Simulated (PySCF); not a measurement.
Assigning NMR signals

Bonds (- single, = double, # triple, : aromatic): F1-C2 1.335 Å, C2=C3 1.324 Å, C3-F4 1.350 Å, C3-C5 1.493 Å, C5-C6 1.529 Å, C6-F7 1.352 Å, C6-F8 1.353 Å. C2 carries H9; C5 carries H10, H11; C6 carries H12. Stereochemistry as in F/C=C(/F)CC(F)F.

Equivalent nuclei averaged, single conformer, no relativistic terms, no solvent. σ from GIAO-PBE0/pcSseg-1; geometry: GFN2-xTB; PySCF 2.14.0 with density-fitted response routines.

References, each an isolated molecule treated in the same way: TMS for 13C, 1H.

(1) Assign these signals to the numbered atoms. 13C{1H} NMR (computed): δ 160.2 (C), 152.1 (CH), 119.5 (CH), 37.5 (CH2).

(2) Assign these signals to the numbered atoms. 1H NMR (400 MHz, computed): δ 7.67 (m, 1H), 6.38 (m, 1H), 3.06 (m, 2H).

Answers

(1) 
160.2 → C3, fully substituted alkene carbon: the olefinic region
152.1 → C2, alkene CH: as expected for a trigonal carbon in a double bond
119.5 → C6, sp3 CH bonded to 2 F: 2 electronegative neighbours deshield it
37.5 → C5, allylic sp3 CH2: a saturated carbon with 2 carbon neighbours and no heteroatom attached

(2) 
| δ (ppm) | atoms | environment | reason |
| --- | --- | --- | --- |
| 7.67 | H9 | hydrogen on an alkene CH | a vinylic proton, deshielded by the sp2 carbon and the C=C anisotropy |
| 6.38 | H12 | hydrogen on an sp3 CH bonded to 2 F | its carbon carries F, an electronegative neighbour |
| 3.06 | H10/H11 | hydrogen on an allylic sp3 CH2 | allylic position |

Splittings by 19F in the carbon and heteronuclear signals aren't shown, as no couplings were computed. Shifts are as computed. Against solution values, carbons near 30 ppm lie about +3 ppm off and those near 130 ppm about +5 ppm. Of 1309 compounds with measured shifts, 239 miss one by over three times the rms of a fit or turn the order of signals round; such compounds aren't used in these exercises. No couplings were computed; multiplicities are counted from neighbouring protons, with m where these are inequivalent, close in shift, in a saturated or five-membered ring or joined by F or P, and br s for small geminal =CH2 splittings.
